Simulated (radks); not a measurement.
The numbers below are computed, except where a source is named.
All-electron atom: Cs14+ in [Kr] 4d5 (the NIST ground configuration).

Level of theory: Dirac Kohn-Sham, BLYP, spin-unpolarised, spherical densities, finite nucleus; open shells fill j = l - 1/2 first; Fermi nuclear charge, rms radius 4.8041 fm (a radial shooting solver on a logarithmic mesh with Libxc functionals).

Energy parts (eV):
part                      energy
total                 -210123.31
kinetic                223894.89
electron-nucleus      -498803.29
Hartree                 69761.73
exchange-correlation    -4976.63

Orbitals (lengths in bohr, moments of r in powers of bohr):
\begin{tabular}{lrrrr}
orbital & occ. & eigenvalue (eV) & <r^2> & small-component weight \\ \hline
1s1/2 & 2 & -36076.58 & 0.0009250 & 4.12e-02 \\
2s1/2 & 2 & -5911.591 & 0.01476 & 8.87e-03 \\
2p1/2 & 2 & -5580.489 & 0.01088 & 8.90e-03 \\
2p3/2 & 4 & -5227.905 & 0.01215 & 8.42e-03 \\
3s1/2 & 2 & -1458.571 & 0.1015 & 2.68e-03 \\
3p1/2 & 2 & -1320.435 & 0.09615 & 2.62e-03 \\
3p3/2 & 4 & -1252.360 & 0.1039 & 2.49e-03 \\
3d3/2 & 4 & -1010.233 & 0.08597 & 2.37e-03 \\
3d5/2 & 6 & -995.7098 & 0.08817 & 2.34e-03 \\
4s1/2 & 2 & -489.9161 & 0.5009 & 8.70e-04 \\
4p1/2 & 2 & -438.5033 & 0.5284 & 8.17e-04 \\
4p3/2 & 4 & -422.7829 & 0.5625 & 7.81e-04 \\
4d3/2 & 4 & -337.4093 & 0.6286 & 6.73e-04 \\
4d5/2 & 1 & -334.4636 & 0.6398 & 6.64e-04 \\
\end{tabular}

The highest occupied level is 4d5/2 at -334.46 eV. For comparison, the ionisation energy in NIST's Atomic Spectra Database is 352 eV (theoretical). In exact Kohn-Sham theory the highest level is minus the ionisation energy, but local and semilocal functionals leave it too shallow, through self-interaction and a potential that decays too fast; potentials with the right tail come closer.

Beside tabulated values, note that spin-unpolarised runs miss the spin-polarisation part of the exchange energy of open shells.
